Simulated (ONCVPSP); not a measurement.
## What one change does to a pseudopotential (phosphorus, ONCV)

| Property | Result |
| --- | --- |
| Element | P |
| Generator | ONCVPSP 4.0.1 |
| Type | optimised norm-conserving Vanderbilt (ONCV) |
| Functional | LDA (Perdew-Zunger) |
| Relativity | scalar-relativistic |
| Frozen core | [Ne] |
| Valence charge | 5 |
| Reference configuration | 3s2 3p3 |
| Partial waves | 3s: rc 1.65 bohr, ncon 4, nbas 8, qcut 4.8 1/bohr, 2 projectors, debl 1.8 Ha; 3p: rc 2.05 bohr, ncon 4, nbas 8, qcut 3.7 1/bohr, 2 projectors, debl 0.4 Ha |
| Local potential | polynomial inside 1.25 bohr (lpopt 3, dvloc0 1 Ha) |
| Core correction | Teter function, fcfact 2.5, rcfact 1.1 |

All-electron outer shells of the reference configuration (LDA (Perdew-Zunger), scalar-relativistic, ld1.x):

| shell | level (eV) | outermost node (bohr) | outermost maximum (bohr) |
| --- | --- | --- | --- |
| 2s | -173.14 | 0.14 | 0.42 |
| 2p | -124.52 | – | 0.35 |
| 3s | -14.02 | 0.66 | 1.56 |
| 3p | -5.60 | 0.64 | 1.83 |

Change: core correction Teter function, fcfact 5.1, rcfact 1.1.

Cutoffs: the cutoffs (Ha) at which the residual kinetic energy of the hardest occupied pseudo-wave falls to 1 and 0.1 mHa per electron; they do not see the model core or the augmentation charge, which bear on the density cutoff. Errors are all-electron minus pseudo energies relative to the spin-unpolarised reference configuration.

What does the change do?

The potential gets neither clearly harder nor softer (9.9 Ha and 19 Ha → 9.9 Ha and 19 Ha); the errors of the 4 common tests hardly move; neither file shows a bound ghost. A model core, the more so a compact one, raises the density cutoff, which this test does not measure.

| quantity | base | changed |
| --- | --- | --- |
| cutoff, loose | 9.9 Ha | 9.9 Ha |
| cutoff, tight | 19 Ha | 19 Ha |
| bound ghosts | none | none |
| GHOST(+) flags under 300 eV | s at 181.0 eV | s at 181.0 eV |
| error for 3s2 3p2, meV [ΔE 9.82 eV] | +1.2 | +1.0 |
| error for 3s2 3p1, meV [ΔE 29.07 eV] | +16 | +14 |
| error for 3s2 3p0, meV [ΔE 58.96 eV] | +80 | +68 |
| error for 3s1 3p3, meV [ΔE 18.89 eV] | +8.6 | +7.4 |
| s: phases at 1.68 bohr within 0.05 rad from the reference energy up to (Ha; the scan ends near 5) | 4.0 | 4.0 |
| p: phases at 2.08 bohr within 0.05 rad from the reference energy up to (Ha; the scan ends near 5) | 2.5 | 2.5 |
| rms error of d²Exc/dni dnj with the model core, mHa | 2.54 | 2.00 |
